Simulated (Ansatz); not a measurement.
Program: Ansatz. Geometries: PBE0-D4/def2-TZVP. ΔE: electronic, gas phase. CCSD(T)/CBS adds triple-zeta CCSD(T) − MP2 to the extrapolated MP2 energy (def2 sets, frozen cores). For Ga outer-core shells are correlated without core-valence functions, which leaves a few kJ/mol of doubt a bond. Scalar relativity is left out up to krypton. Each species was taken in one conformer, which may not be the lowest.

Consider the ligand exchange at the Si–N bond: `[SiH3]N[SiH2]S` + `[NH2][GaH][SiH3]` → `[SiH3][NH][GaH][SiH3]` + `N[SiH2]S`.

| species | CCSD(T)/CBS(def2) energy (Eh) |
| --- | --- |
| `[SiH3]N[SiH2]S` | -1034.92193 |
| `[NH2][GaH][SiH3]` | -2271.34304 |
| `[SiH3][NH][GaH][SiH3]` | -2561.64384 |
| `N[SiH2]S` | -744.61970 |

Q: Work out ΔE.

A: ΔE = (-2561.64384) + (-744.61970) − (-1034.92193) − (-2271.34304) = 0.00143 Eh = +3.8 kJ/mol.

Largest T1 diagnostic among the species: 0.015.
